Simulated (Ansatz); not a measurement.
Molecule: CuBr (charge 0, singlet). SMILES: [Cu][Br]
Geometry from a B3LYP-D3(BJ)/def2-TZVP (Ansatz, a first-principles code) optimisation:
```xyz
2

Cu     0.0000     0.0000    -1.2173
Br     0.0000     0.0000     1.0086
```

Parts of the frozen-core correlation energy in def2-QZVPP (Ansatz, hartree). Frozen orbitals: 23; correlated occupied orbitals by spin: 9 and 9; virtual: 157 and 157. Spin-orbit coupling is left out. Non-relativistic.

| term | value |
|---|---|
| reference (HF) | -4211.49944 |
| MP2 opposite-spin | -0.46876 |
| MP2 same-spin | (withheld) |
| CCSD correlation | (withheld) |
| (T) | (withheld) |
| T1 diagnostic | 0.026 |
| largest doubles amplitude | 0.031 |

Problem. Complete the blanks.

Solution. 
- MP2 same-spin, value: -0.23450
- CCSD correlation, value: -0.64765
- (T), value: -0.03045
